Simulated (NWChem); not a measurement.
Atomisation of HClGe

```
Ge
H 1 1.6106
Cl 1 2.2112 2 94.62
```
Charge 0, spin multiplicity 1.

Everything below was run with NWChem. The geometry was optimised at B3LYP/def2-SVP, a minimum by its harmonic frequencies.

Basis set: def2-TZVP. The atomisation energy is electronic alone: no zero-point, thermal, spin-orbit or counterpoise terms. No value is extrapolated to the basis-set limit. Free atoms are single determinants with multiplicities Ge 3, H 2, Cl 2. Correlated methods freeze the same cores in atoms and molecule, 14 orbitals in all.

Relative cost: rough, from shared machines, SCF included, HF = 1. Costs are the molecule's.

The Hamiltonian is non-relativistic. B3LYP has NWChem's definition, with VWN1-RPA local correlation. The structure started from a generated list of species. No SCF solution was tested for a lower state. Open-shell Hartree-Fock references start from PBE0 orbitals; any time given for them includes that run. No row is a measurement; the coupled-cluster row has its own basis-set and correlation limits.

```tsv
method	atomisation energy (kcal/mol)	relative cost
B3LYP	___	under 3
PBE	167.4	under 3
PBE0	162.8	under 3
TPSS	___	under 3
CCSD(T)	158.1	10
M06-2X	162.9	under 3
HF	112.7	1
BP86	169.8	under 3
MP2	158.5	under 3
```

Problem. Some entries are withheld; supply them.

Solution. 
- B3LYP, atomisation energy (kcal/mol): 163.5
- TPSS, atomisation energy (kcal/mol): 169.2
